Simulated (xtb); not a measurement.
xtb input file for C₄H₁₀BN, SMILES [C@H]1(B(CC1)N)C, GFN2-xTB. 

```
$ xtb mol.xyz --gfn 2 --sp --chrg 0 --uhf 0 --json
$ cat mol.xyz
16

C     -1.48146684    -1.38887535     0.01810992
C     -0.11571387    -0.79546531     0.34881734
C      0.94435570    -0.88585652    -0.77916336
C      1.36810678     0.59503655    -0.64138460
B      0.12155289     0.78278895     0.32435399
N     -0.56578853     1.86887524     0.81850600
H     -1.40774873    -2.46117073    -0.16190975
H     -2.17809457    -1.22853384     0.83953446
H     -1.89359796    -0.92106797    -0.87416388
H      0.25914638    -1.28395554     1.25294063
H      0.48407193    -1.08933455    -1.74489648
H      1.73815022    -1.61355627    -0.61276441
H      2.34852269     0.69446130    -0.17673249
H      1.40431699     1.14235132    -1.58290240
H     -0.29575361     2.82439928     0.65176938
H     -1.39794852     1.79129947     1.37953725
```

Program output:

```
[banner left out]
          |                Calculation Setup                |
           -------------------------------------------------



           -------------------------------------------------
          |                 G F N 2 - x T B                 |
           -------------------------------------------------

        Reference                      10.1021/acs.jctc.8b01176
      * Hamiltonian:
        H0-scaling (s, p, d)           1.850000    2.230000    2.230000
        zeta-weighting                 0.500000
      * Dispersion:
        s8                             2.700000
        a1                             0.520000
        a2                             5.000000
        s9                             5.000000
      * Repulsion:
        kExp                           1.500000    1.000000
        rExp                           1.000000
      * Coulomb:
        alpha                          2.000000
        third order                    shell-resolved
        anisotropic                    true
        a3                             3.000000
        a5                             4.000000
        cn-shift                       1.200000
        cn-exp                         4.000000
        max-rad                        5.000000


          ...................................................
          :                      SETUP                      :
          :.................................................:
          :  # basis functions                  34          :
          :  # atomic orbitals                  34          :
          :  # shells                           22          :
          :  # electrons                        34          :
          :  max. iterations                   250          :
          :  Hamiltonian                  GFN2-xTB          :
          :  restarted?                      false          :
          :  GBSA solvation                  false          :
          :  PC potential                    false          :
          :  electronic temp.          300.0000000     K    :
          :  accuracy                    1.0000000          :
          :  -> integral cutoff          0.2500000E+02      :
          :  -> integral neglect         0.1000000E-07      :
          :  -> SCF convergence          0.1000000E-05 Eh   :
          :  -> wf. convergence          0.1000000E-03 e    :
          :  Broyden damping             0.4000000          :
          :  net charge                          0          :
          :  unpaired electrons                  0          :
          ...................................................

 iter      E             dE          RMSdq      gap      omega  full diag
   1    -17.8875588 -0.178876E+02  0.511E+00    6.82       0.0  T
   2    -18.0227670 -0.135208E+00  0.381E+00    4.69       1.0  T
   3    -18.0472309 -0.244639E-01  0.204E+00    5.58       1.0  T
   4    -18.0637689 -0.165380E-01  0.683E-01    5.02       1.0  T
   5    -18.0701986 -0.642966E-02  0.217E-01    5.34       1.0  T
   6    -18.0704337 -0.235072E-03  0.739E-02    5.32       1.0  T
   7    -18.0704502 -0.165174E-04  0.185E-02    5.31       1.4  T
   8    -18.0704506 -0.355144E-06  0.498E-03    5.31       5.0  T
   9    -18.0704507 -0.107693E-06  0.232E-03    5.31      10.8  T
  10    -18.0704507 -0.126306E-07  0.416E-04    5.31      60.2  T
  11    -18.0704507 -0.152651E-08  0.162E-04    5.31     154.6  T

   *** convergence criteria satisfied after 11 iterations ***

         #    Occupation            Energy/Eh            Energy/eV
      -------------------------------------------------------------
         1        2.0000           -0.6010752             -16.3561
       ...           ...                  ...                  ...
        11        2.0000           -0.4552679             -12.3885
        12        2.0000           -0.4276749             -11.6376
        13        2.0000           -0.4235212             -11.5246
        14        2.0000           -0.4101981             -11.1621
        15        2.0000           -0.4012299             -10.9180
        16        2.0000           -0.3786883             -10.3046
        17        2.0000           -0.3637693              -9.8987 (HOMO)
        18                         -0.1687530              -4.5920 (LUMO)
        19                          0.0399123               1.0861
        20                          0.0866683               2.3584
        21                          0.0982952               2.6747
        22                          0.1102086               2.9989
       ...                                ...                  ...
        34                          0.6612980              17.9948
      -------------------------------------------------------------
                  HL-Gap            0.1950163 Eh            5.3067 eV
             Fermi-level           -0.2662612 Eh           -7.2453 eV

 SCC (total)                   0 d,  0 h,  0 min,  0.008 sec
 SCC setup                      ...        0 min,  0.000 sec (  1.221%)
 Dispersion                     ...        0 min,  0.000 sec (  0.940%)
 classical contributions        ...        0 min,  0.000 sec (  0.339%)
 integral evaluation            ...        0 min,  0.001 sec ( 15.715%)
 iterations                     ...        0 min,  0.004 sec ( 46.558%)
 molecular gradient             ...        0 min,  0.003 sec ( 33.788%)
 printout                       ...        0 min,  0.000 sec (  1.317%)

         :::::::::::::::::::::::::::::::::::::::::::::::::::::
         ::                     SUMMARY                     ::
         :::::::::::::::::::::::::::::::::::::::::::::::::::::
         :: total energy             -17.812567489627 Eh    ::
         :: gradient norm              0.000134030895 Eh/a0 ::
         :: HOMO-LUMO gap              5.306662455413 eV    ::
         ::.................................................::
         :: SCC energy               -18.070421672193 Eh    ::
         :: -> isotropic ES            0.034796028737 Eh    ::
         :: -> anisotropic ES          0.006382816946 Eh    ::
         :: -> anisotropic XC          0.009409669385 Eh    ::
         :: -> dispersion             -0.008811873297 Eh    ::
         :: repulsion energy           0.257854182566 Eh    ::
         :: add. restraining           0.000000000000 Eh    ::
         :: total charge              -0.000000000000 e     ::
         :::::::::::::::::::::::::::::::::::::::::::::::::::::

           -------------------------------------------------
          |                Property Printout                |
           -------------------------------------------------

    * Orbital Energies and Occupations

         #    Occupation            Energy/Eh            Energy/eV
      -------------------------------------------------------------
         1        2.0000           -0.6010752             -16.3561
       ...           ...                  ...                  ...
         5        2.0000           -0.5313130             -14.4578
         6        2.0000           -0.5241218             -14.2621
         7        2.0000           -0.5074752             -13.8091
         8        2.0000           -0.4897645             -13.3272
         9        2.0000           -0.4757348             -12.9454
        10        2.0000           -0.4645400             -12.6408
        11        2.0000           -0.4552679             -12.3885
        12        2.0000           -0.4276749             -11.6376
        13        2.0000           -0.4235212             -11.5246
        14        2.0000           -0.4101981             -11.1621
        15        2.0000           -0.4012299             -10.9180
        16        2.0000           -0.3786883             -10.3046
        17        2.0000           -0.3637693              -9.8987 (HOMO)
        18                         -0.1687530              -4.5920 (LUMO)
        19                          0.0399123               1.0861
        20                          0.0866683               2.3584
        21                          0.0982952               2.6747
        22                          0.1102086               2.9989
        23                          0.1445083               3.9323
        24                          0.1678657               4.5679
        25                          0.1900619               5.1718
        26                          0.2047036               5.5703
        27                          0.2217046               6.0329
        28                          0.2272801               6.1846
       ...                                ...                  ...
        34                          0.6612980              17.9948
      -------------------------------------------------------------
                  HL-Gap            0.1950163 Eh            5.3067 eV
             Fermi-level           -0.2662612 Eh           -7.2453 eV

     #   Z          covCN         q      C6AA      α(0)
     1   6 C        3.750    -0.098    22.430     6.755
     2   6 C        3.849    -0.107    22.512     6.749
     3   6 C        4.011    -0.063    21.623     6.606
     4   6 C        3.801    -0.151    23.421     6.890
     5   5 B        2.851     0.259    17.421     6.969
     6   7 N        2.561    -0.319    28.219     7.889
     7   1 H        0.925     0.025     2.655     2.548
     8   1 H        0.925     0.021     2.718     2.578
     9   1 H        0.925     0.023     2.686     2.563
    10   1 H        0.924     0.020     2.741     2.589
    11   1 H        0.925     0.018     2.764     2.600
    12   1 H        0.925     0.011     2.881     2.654
    13   1 H        0.925     0.022     2.708     2.573
    14   1 H        0.925     0.016     2.795     2.614
    15   1 H        0.860     0.161     1.329     1.806
    16   1 H        0.860     0.163     1.319     1.799

 Mol. C6AA /au·bohr⁶  :       1928.825097
 Mol. C8AA /au·bohr⁸  :      42826.794347
 Mol. α(0) /au        :         66.182952


Wiberg/Mayer (AO) data.
largest (>0.10) Wiberg bond orders for each atom

 ---------------------------------------------------------------------------
     #   Z sym  total        # sym  WBO       # sym  WBO       # sym  WBO
 ---------------------------------------------------------------------------
     1   6 C    3.998 --     2 C    1.007     9 H    0.989     8 H    0.987
                             7 H    0.986
     2   6 C    3.963 --     1 C    1.007     3 C    0.988     5 B    0.968
                            10 H    0.961
     3   6 C    3.994 --     4 C    1.000     2 C    0.988    12 H    0.984
                            11 H    0.984
     4   6 C    3.966 --     3 C    1.000     5 B    0.985    14 H    0.972
                            13 H    0.969
     5   5 B    3.448 --     6 N    1.407     4 C    0.985     2 C    0.968
     6   7 N    3.370 --     5 B    1.407    15 H    0.956    16 H    0.955
     7   1 H    0.999 --     1 C    0.986
     8   1 H    1.000 --     1 C    0.987
     9   1 H    0.999 --     1 C    0.989
    10   1 H    1.000 --     2 C    0.961
    11   1 H    1.000 --     3 C    0.984
    12   1 H    1.000 --     3 C    0.984
    13   1 H    1.000 --     4 C    0.969
    14   1 H    1.000 --     4 C    0.972
    15   1 H    0.974 --     6 N    0.956
    16   1 H    0.974 --     6 N    0.955
 ---------------------------------------------------------------------------

Topologies differ in total number of bonds
Writing topology from bond orders to xtbtopo.mol

molecular dipole:
                 x           y           z       tot (Debye)
 q only:       -0.363       0.761       0.397
   full:       -0.365       0.691       0.332       2.159
molecular quadrupole (traceless):
                xx          xy          yy          xz          yz          zz
Note: The following floating-point exceptions are signalling: IEEE_UNDERFLOW_FLAG IEEE_DENORMAL
normal termination of xtb
 q only:       -1.519      -1.405       2.280      -0.321       1.670      -0.761
  q+dip:       -1.691      -2.369       2.900      -0.997       1.562      -1.209
   full:       -1.594      -2.120       2.554      -0.570       1.723      -0.960


           -------------------------------------------------
          | TOTAL ENERGY              -17.812567489627 Eh   |
          | GRADIENT NORM               0.000134030895 Eh/α |
          | HOMO-LUMO GAP               5.306662455413 eV   |
           -------------------------------------------------

------------------------------------------------------------------------
------------------------------------------------------------------------
 total:
 SCF:
```

The run converged.
